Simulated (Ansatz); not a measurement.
Consider the substitution at a C–Ge bond: `C[CH2][GeH3]` + `[OH][Ti]([F])([F])[F]` → `CC[O][Ti]([F])([F])[F]` + GeH₄.

Computed with Ansatz on PBE0-D4/def2-TZVP structures; ΔE is electronic, products minus reactants. CBS: MP2 limit from def2 TZ/QZ plus the TZ coupled-cluster correction, frozen cores. DFT in def2-TZVPP. For Ge, Ti outer-core shells are correlated without core-valence functions, which leaves a few kJ/mol of doubt a bond. Scalar relativity is left out up to krypton. Each species was taken in one conformer, which may not be the lowest.

| level | ΔE (kJ/mol) |
| --- | --- |
| revPBE-D4 | 37.3 |
| CCSD/def2-TZVPP | 39.9 |

Question: What does CCSD(T)/CBS give? (Estimate.)

Answer: Ansatz gave: +42.6 kJ/mol. The listed levels differ from it by -5.3, -2.7 kJ/mol.

Largest T1 diagnostic among the species: 0.023, so the coupled-cluster value is less sure than usual.

At CCSD(T), def2-SVP lies −31.5 kJ/mol from the extrapolated value and def2-TZVPP −4.5 kJ/mol. Leaving LDA and LC-ωPBE aside and taking each functional with its dispersion term where it has one, the values, not all of them listed here, spread over 10.8 kJ/mol, from BLYP-D4 to ωB97M-V. LDA lies −5.2 kJ/mol from PBE without D4.
